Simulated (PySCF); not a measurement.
**PmBr at r²SCAN**

Computed with r²SCAN; Pm x2c-SVPall, Br x2c-SVPall; spin-free X2C with a Gaussian nucleus (PySCF 2.14).

```
state                                            : septet, about 5.0 electrons in the 4f shell (Mulliken), real f orbitals that mix terms
bond length                                      : 2.724 Å
harmonic wavenumber                              : 206 cm⁻¹
force constant                                   : 1.28 mdyn/Å
rotational constant Be                           : 0.04445 cm⁻¹
anharmonicity ωexe                               : 0.448 cm⁻¹
vibration–rotation constant αe                   : 0.000130 cm⁻¹
well depth De to Pm (4f5 6s2) + Br               : 4.61 eV
dissociation energy D0                           : 4.60 eV
bond order (Mayer)                               : 1.10
dipole moment (positive dipole means Pm(−)Br(+)) : -4.98 D
```

Spin–orbit coupling is left out, which matters for elements this heavy, above all for dissociation energies. The state is the lowest single determinant that the PBE0 search found; with open d or f shells the true ground state can be another one.
